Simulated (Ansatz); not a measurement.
Consider the β-hydride elimination: `CC[Si]OC` → `CO[SiH]` + ethylene.

Program: Ansatz. Geometries: PBE0-D4/def2-TZVP. ΔE: electronic, gas phase. CCSD(T)/CBS adds triple-zeta CCSD(T) − MP2 to the extrapolated MP2 energy (def2 sets, frozen cores). This one scheme is used for every species. DFT in def2-TZVPP. B3LYP here is the variant with VWN-RPA as its local correlation; programs differ in this. Each species was taken in one conformer, which may not be the lowest.

| level | ΔE (kJ/mol) |
| --- | --- |
| LDA (SPW92) | 179.5 |
| revPBE-D4 | 144.0 |
| BLYP-D4 | 120.7 |
| PBE0-D4 | 154.5 |
| ωB97X-V | 145.7 |
| revPBE | 114.8 |
| B3LYP | 112.1 |
| MP2/def2-TZVPP | 146.1 |

**Question.** What does CCSD(T)/CBS give? (An estimate is asked.)

**Answer.** The calculation gave: +135.9 kJ/mol. The listed levels differ from it by 43.6, 8.1, -15.2, 18.6, 9.8, -21.1, -23.8, 10.2 kJ/mol.

Largest T1 diagnostic among the species: 0.015.

From PBE to PBE0 (25 % exact exchange), in def2-TZVPP and without D4, ΔE moves by +9.7 kJ/mol. In def2-TZVPP, CCSD(T) changes the Hartree–Fock value by +34.0 kJ/mol (the triples alone add +2.6 kJ/mol) and MP2 by +47.7 kJ/mol. At CCSD(T), def2-SVP lies −7.6 kJ/mol from the extrapolated value and def2-TZVPP −3.5 kJ/mol.
